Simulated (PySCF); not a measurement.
A survey of 29Si NMR shifts

Fast rotation and ring inversion assumed for equivalent nuclei, isolated molecule, relativity neglected, a single conformation. Shieldings: GIAO PBE0/pcSseg-1; coordinates at the GFN2-xTB level; PySCF.

Shieldings were converted by a linear fit to measured shifts: 29Si: δ = 279.94 − 0.822σ (rms 8.9 ppm, 72 shifts, 25.8 ppm with the 6 outliers that the fit left out vs TMS, solution or neat liquid). Occasional misses reach two or three times the rms, and more in compound classes unlike the fitted ones.

Q: Give the 29Si shifts of `CC(=O)N[SiH2]N(C)C`, `N[SiH](N)OC1CCC1`, `C[C@H](N)C/C=N/[SiH2]O`, `CC[C@@H]([SiH3])[C@@H]([SiH3])[SiH2]C`, `C[C@@H]([SiH3])[Si@@H](C)CC[SiH3]`, `CCC([SiH3])(CC)[SiH2][SiH3]`, `CC(C)CC[SiH]([SiH3])[SiH3]`, `O=C([SiH3])/C=C\F`.

A: 
| compound | environment | δ (ppm) |
| --- | --- | --- |
| CC(=O)N[SiH2]N(C)C | silicon bonded to 2 N, 2 H | -36.8 |
| N[SiH](N)OC1CCC1 | silicon bonded to 2 N, O, H | -39.6 |
| C[C@H](N)C/C=N/[SiH2]O | silicon bonded to N, O, 2 H | -36.2 |
| [CH3:1][CH2:2][C@@H:3]([SiH3:4])[C@@H:5]([SiH3:6])[SiH2:7][CH3:8] | Si7: silicon bonded to 2 C, 2 H | -41.8 |
| [CH3:1][CH2:2][C@@H:3]([SiH3:4])[C@@H:5]([SiH3:6])[SiH2:7][CH3:8] | Si4: silicon bonded to C, 3 H | -54.8 |
| [CH3:1][CH2:2][C@@H:3]([SiH3:4])[C@@H:5]([SiH3:6])[SiH2:7][CH3:8] | Si6: silicon bonded to C, 3 H | -72.0 |
| [CH3:1][C@@H:2]([SiH3:3])[Si@@H:4]([CH3:5])[CH2:6][CH2:7][SiH3:8] | Si4: silicon bonded to 3 C, H | -10.6 |
| [CH3:1][C@@H:2]([SiH3:3])[Si@@H:4]([CH3:5])[CH2:6][CH2:7][SiH3:8] | Si8: silicon bonded to C, 3 H | -61.6 |
| [CH3:1][C@@H:2]([SiH3:3])[Si@@H:4]([CH3:5])[CH2:6][CH2:7][SiH3:8] | Si3: silicon bonded to C, 3 H | -63.6 |
| [CH3:1][CH2:2][C:3]([SiH3:4])([CH2:5][CH3:6])[SiH2:7][SiH3:8] | Si7: silicon bonded to C, Si, 2 H | -57.9 |
| [CH3:1][CH2:2][C:3]([SiH3:4])([CH2:5][CH3:6])[SiH2:7][SiH3:8] | Si4: silicon bonded to C, 3 H | -58.2 |
| [CH3:1][CH2:2][C:3]([SiH3:4])([CH2:5][CH3:6])[SiH2:7][SiH3:8] | Si8: silicon bonded to Si, 3 H | -107.8 |
| [CH3:1][CH:2]([CH3:3])[CH2:4][CH2:5][SiH:6]([SiH3:7])[SiH3:8] | Si6: silicon bonded to C, 2 Si, H | -78.9 |
| [CH3:1][CH:2]([CH3:3])[CH2:4][CH2:5][SiH:6]([SiH3:7])[SiH3:8] | Si7/8: silicon bonded to Si, 3 H (×2) | -102.2 |
| O=C([SiH3])/C=C\F | silicon bonded to C, 3 H | -67.8 |
